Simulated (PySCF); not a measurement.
**Electron correlation in Se (selenium, neutral)**

[Ar] 3d10 4s2 4p3 5s1, high-spin 5S determinant (an excited configuration). All numbers are calculated (PySCF 2.14, a scalar-relativistic core potential, in aug-cc-pwCVDZ-PP with ECP10MDF (6s5p4d1f, 48 functions)). Frozen: 3s2 3p6 3d10; 6 electrons correlated.

MP2 pair energies summed by pair of shells (mhartree):

| pair | energy | share (%) |
| --- | --- | --- |
| 4s-4p | -40.97 | 53.9 |
| 4p-4p | -14.72 | 19.4 |
| 4s-4s | -7.79 | 10.2 |
| 4p-5s | -7.67 | 10.1 |
| 4s-5s | -4.91 | 6.5 |

Total MP2 correlation energy: -76.06 mhartree.

Same-spin part -25.07 and opposite-spin part -50.99 mhartree; SCS-MP2 scales them by 1/3 and 6/5 to -69.55 mhartree.
